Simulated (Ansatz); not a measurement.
Li4O2⁺. Charge 1, multiplicity 2. Geometry r2SCAN-D4/def2-TZVP, that of the neutral singlet; atoms count from 1.

| atom | x (Å) | y (Å) | z (Å) |
| --- | --- | --- | --- |
| Li1 | -0.313 | 3.043 | 0.357 |
| Li2 | 0.827 | 0.016 | 0.605 |
| Li3 | -0.834 | -0.017 | -0.604 |
| Li4 | 0.326 | -3.042 | -0.360 |
| O5 | -0.154 | 1.439 | 0.169 |
| O6 | 0.148 | -1.440 | -0.169 |

The structure comes from a short search, and lower isomers may exist.

Question: Estimate the Mulliken populations from the PBE0/def2-TZVP orbitals of Ansatz.

Answer: 
```tsv
atom	charge (e)	spin (α − β)
Li1	0.83	-0.01
Li2	0.77	-0.04
Li3	0.77	-0.04
Li4	0.83	-0.01
O5	-1.11	0.55
O6	-1.11	0.55
```
Mulliken values and Mayer orders depend strongly on the basis.

Question: Where does the spin sit?

Answer: Summed by element: Li -0.10, O 1.10, of 1 unpaired in all. Largest on single atoms: O6 0.55, O5 0.55, Li2 -0.04.

Question: And the Mayer bond orders between bonded heavy atoms (over 0.3)?

Answer: Li1–O5 0.30 (1.62 Å); Li4–O6 0.30 (1.62 Å). Values over 0.3 also appear between atoms too far apart for a bond (O5–O6 0.36 at 2.91 Å); they arise where an orbital or an unpaired electron spreads over both atoms.
